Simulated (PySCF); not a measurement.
**Computed χzz against gas-phase spectroscopy**

Values to reproduce (atoms as numbered below): 14N at N7: χzz = -4.477 MHz [1].
[1] measured, gas; W. C. Bailey, Calculation of NQCC in Gaseous State Molecules (compilation of microwave values)

Compound: 2-fluoropyridine, C5H4FN.
Bonds: F1–C2, C2–C3 (aromatic), C3–C4 (aromatic), C4–C5 (aromatic), C5–C6 (aromatic), C6–N7 (aromatic), C2–N7 (aromatic). Hydrogens: H8 on C3; H9 on C4; H10 on C5; H11 on C6.

Q: What do the calculations give?

A: PySCF, non-relativistic, all at one geometry, with Q(14N) = 0.02044 b:

```tsv
level	functions	14N N7 (MHz)	computed/reference − 1 (%)
PBE0/IGLO-III	285	-4.904	+9.5
PBE0/def2-TZVP	241	-4.748	+6.0
PBE0/6-31G	71	-4.773	+6.6
PBE/pcJ-1	229	-4.732	+5.7
CAM-B3LYP/pcJ-1	229	-5.151	+15.1
PBE0/STO-3G	39	-4.853	+8.4
PBE0/6-311+G(2d,p)	213	-4.785	+6.9
BHandHLYP/pcJ-1	229	-5.246	+17.2
B3LYP/6-31G*	106	-4.524	+1.0
PBE0/aug-cc-pVDZ	197	-4.449	-0.6
PBE0/cc-pVDZ	118	-4.583	+2.4
PBE0/pcSseg-0	71	-5.296	+18.3
KT2/pcJ-1	229	-4.891	+9.2
LDA/pcJ-1	229	-4.714	+5.3
PBE0/pcJ-1	229	-4.919	+9.9
B97-2/pcJ-1	229	-4.909	+9.6
```

Closest here is PBE0/aug-cc-pVDZ (0.6 % unsigned error), furthest PBE0/pcSseg-0 (18.3 %); one molecule doesn't rank methods. Computed values are for fixed nuclei, while measured ones can include vibrational averaging. Geometry: PBE0-D3(BJ)/def2-SVP; no solvent, vibrations or thermal averaging.
